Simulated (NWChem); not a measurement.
The numbers come from NWChem runs, not from measurements. System: F$_{2}$Sn, charge 0, spin multiplicity 1, at a geometry optimised with B3LYP/def2-SVP with def2 effective core potentials on Sn. The structure started from a generated list of species. Level: CCSD(T)/def2-SVP with def2 effective core potentials on Sn, 6 core orbitals frozen.

Input file:

```
start mol
memory heap 100 mb stack 700 mb global 1900 mb
geometry units angstroms nocenter noautoz
  Sn     0.000000     0.000000     0.346181
  F      1.459591     0.000000    -0.961614
  F     -1.459591     0.000000    -0.961614
  symmetry group C2v
end
basis spherical
  * library def2-svp
end
ecp
  Sn library def2-ecp
end
scf
  rhf
  nopen 0
  maxiter 100
  thresh 1e-7
  semidirect memsize 60000000 filesize 0
end
ccsd
  freeze core 6
  maxiter 60
end
task ccsd(t) energy
```

Output (cleaned and shortened):

```
             Northwest Computational Chemistry Package (NWChem) 7.3.0
             --------------------------------------------------------

                                NWChem Input Module
                                -------------------

 Scaling coordinates for geometry "geometry" by  1.889725989
 (inverse scale =  0.529177249)

 Turning off AUTOSYM since
 SYMMETRY directive was detected!

                             Geometry "geometry" -> ""
                             -------------------------

 Output coordinates in angstroms (scale by  1.889725989 to convert to a.u.)

  No.       Tag          Charge          X              Y              Z
 ---- ---------------- ---------- -------------- -------------- --------------
    1 Sn                  50.0000     0.00000000     0.00000000     0.34618100
    2 F                    9.0000     1.45959100     0.00000000    -0.96161400
    3 F                    9.0000    -1.45959100     0.00000000    -0.96161400

 Effective nuclear repulsion energy (a.u.)     257.7003022851

            Nuclear Dipole moment (a.u.)
            ----------------------------
        X                 Y               Z
 ---------------- ---------------- ----------------
     0.0000000000     0.0000000000    -0.0000037795

      Symmetry information
      --------------------

 Group name             C2v
 Group number             16
 Group order               4
 No. of unique centers     2

      Symmetry unique atoms

     1    2


 Summary of "ao basis" -> "" (spherical)
 ------------------------------------------------------------------------------
       Tag                 Description            Shells   Functions and Types
 ---------------- ------------------------------  ------  ---------------------
 *                          def2-svp                  on all atoms

 Summary of "ao basis" -> "ao basis" (spherical)
 ------------------------------------------------------------------------------
       Tag                 Description            Shells   Functions and Types
 ---------------- ------------------------------  ------  ---------------------
[...]
 ccsd(t): done        4 out of       34 progress:   11.8%
 ccsd(t): done        5 out of       34 progress:   14.7%
 ccsd(t): done        6 out of       34 progress:   17.6%
 ccsd(t): done        7 out of       34 progress:   20.6%
 ccsd(t): done        8 out of       34 progress:   23.5%
 ccsd(t): done        9 out of       34 progress:   26.5%
 ccsd(t): done       10 out of       34 progress:   29.4%
 ccsd(t): done       11 out of       34 progress:   32.4%
 ccsd(t): done       12 out of       34 progress:   35.3%
 ccsd(t): done       13 out of       34 progress:   38.2%
 ccsd(t): done       14 out of       34 progress:   41.2%
 ccsd(t): done       15 out of       34 progress:   44.1%
 ccsd(t): done       16 out of       34 progress:   47.1%
 ccsd(t): done       17 out of       34 progress:   50.0%
 ccsd(t): done       18 out of       34 progress:   52.9%
 ccsd(t): done       19 out of       34 progress:   55.9%
 ccsd(t): done       20 out of       34 progress:   58.8%
 ccsd(t): done       21 out of       34 progress:   61.8%
 ccsd(t): done       22 out of       34 progress:   64.7%
 ccsd(t): done       23 out of       34 progress:   67.6%
 ccsd(t): done       24 out of       34 progress:   70.6%
 ccsd(t): done       25 out of       34 progress:   73.5%
 ccsd(t): done       26 out of       34 progress:   76.5%
 ccsd(t): done       27 out of       34 progress:   79.4%
 ccsd(t): done       28 out of       34 progress:   82.4%
 ccsd(t): done       29 out of       34 progress:   85.3%
 ccsd(t): done       30 out of       34 progress:   88.2%
 ccsd(t): done       31 out of       34 progress:   91.2%
 ccsd(t): done       32 out of       34 progress:   94.1%
 ccsd(t): done       33 out of       34 progress:   97.1%
 ccsd(t): done       34 out of       34 progress:  100.0%
 Time for integral evaluation pass     1        1.74
 Time for triples evaluation pass      1        3.26

 pseudo-e(mp4)  -0.11589140009882E-01
 pseudo-e(mp5)   0.22056395853851E-02
        e(t)    -0.93835004244973E-02

 --------------
 CCSD(T) Energy
 --------------
 Reference energy:                    -412.132028057963225

 CCSD corr. energy:                     -0.474772263623052
 T(CCSD) corr. energy:                  -0.011589140009882
 Total CCSD+T(CCSD) energy:           -412.618389461596166

 CCSD corr. energy:                     -0.474772263623052
 (T) corr. energy:                      -0.009383500424497
 Total CCSD(T) energy:                -412.616183822010782

 routine      calls  cpu(0)   cpu-min  cpu-ave  cpu-max   i/o
 aoccsd          1     0.02     0.02     0.02     0.02    0.00
 iterdrv         1     0.02     0.02     0.02     0.02    0.00
 pampt          12     0.12     0.12     0.12     0.12    0.00
 t2pm           12     0.21     0.21     0.21     0.21    0.00
 sxy            12     0.26     0.26     0.26     0.26    0.00
 ints       751164    21.73    21.73    21.73    21.73    0.00
 t2eri        3036     5.75     5.75     5.75     5.75    0.00
 idx2         3036     0.74     0.74     0.74     0.74    0.00
 idx34          12     0.12     0.12     0.12     0.12    0.00
 ht2pm          12     0.23     0.23     0.23     0.23    0.00
 itm            12     1.25     1.25     1.25     1.25    0.00
 pdiis          12     0.03     0.03     0.03     0.03    0.00
 triples         1     0.00     0.00     0.00     0.00    0.00
 rdtrpo          1     0.02     0.02     0.02     0.02    0.00
 trpmos          1     1.74     1.74     1.74     1.74    0.00
 trpdrv          1     0.48     0.48     0.48     0.48    0.00
 dovvv       99960     0.95     0.95     0.95     0.95    0.00
 doooo       99960     0.51     0.51     0.51     0.51    0.00
 tengy       93296     1.19     1.19     1.19     1.19    0.00
 Total                35.38    35.38    35.38    35.38    0.00

 Task  times  cpu:       38.3s     wall:       38.3s

 Total times  cpu:       38.4s     wall:       38.4s
```
